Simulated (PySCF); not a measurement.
Compound: (Br2B-mu-NH2)2.
Bonds: B1–Br2, B1–Br3, B1–N4, B1–N8, N4–B5, B5–Br6, B5–Br7, B5–N8. Hydrogens: H9, H10 on N4; H11, H12 on N8.

A linear-response calculation (PySCF, def2-SVPD basis, gas phase, vertical, core orbitals frozen in the response) gave these numbers; the functional is withheld.

Orbital energies (eV): HOMO-3 -8.16, HOMO-2 -8.11, HOMO-1 -7.96, HOMO -7.70, LUMO -0.61, LUMO+1 -0.53, LUMO+2 -0.09.

```
state  E (eV)       f  main configurations (H = HOMO, L = LUMO)
   S1    6.27  0.0002                               H→L+1 (98%)
   S2    6.31  0.0000                                 H→L (94%)
   S3    6.52  0.0000                             H-1→L+1 (98%)
   S4    6.58  0.0067                               H-1→L (96%)
   S5    6.64  0.0000                             H-2→L+1 (94%)
   S6    6.69  0.0000                H-4→L+1 (57%), H→L+2 (36%)
```

Triplets (Tamm–Dancoff): T1 6.13 eV, H→L+1 (94%); T2 6.18 eV, H→L (69%), H→L+2 (19%); T3 6.37 eV, H-1→L+1 (92%); T4 6.41 eV, H-1→L (58%), H-1→L+2 (25%), H→L+6 (9%).

Vertical ionisation energy by ΔSCF with the same functional: 9.47 eV. Mean static polarisability: 128.7 au.

Task: Which of these was used?
A. PBE
B. wB97X-D
C. HF
D. B3LYP

Result: D. B3LYP is a global hybrid with 20% exact exchange. In this run −ε(HOMO) = 7.70 eV differs from the ΔSCF value by -1.77 eV, and S1 differs from the orbital gap of 7.09 eV by -0.82 eV. The ratio −ε(HOMO)/IP is 0.81. Usual ranges for neutral molecules in this basis: 0.67 to 0.83 with B3LYP, 0.5 to 0.7 with PBE, 0.89 to 0.99 with wB97X-D; with Hartree–Fock the ratio is 1 or more (Koopmans' value less the relaxation energy is the ΔSCF value).

Theory: TDDFT B3LYP/def2-SVPD, vertical, gas phase, core orbitals frozen in the response (PySCF 2.14.0, density-fitted response routines). Isolated species at its PBE0-D3(BJ)/def2-SVP geometry (one conformer only). Relativistic effects, spin–orbit coupling among them, are left out although an element past zinc is present.

The run took 9.1 min wall (grids of density and orbitals included) on Arm Neoverse N1, one thread, no GPU, on a shared host, and the process peaked at 1.6 GiB of memory.
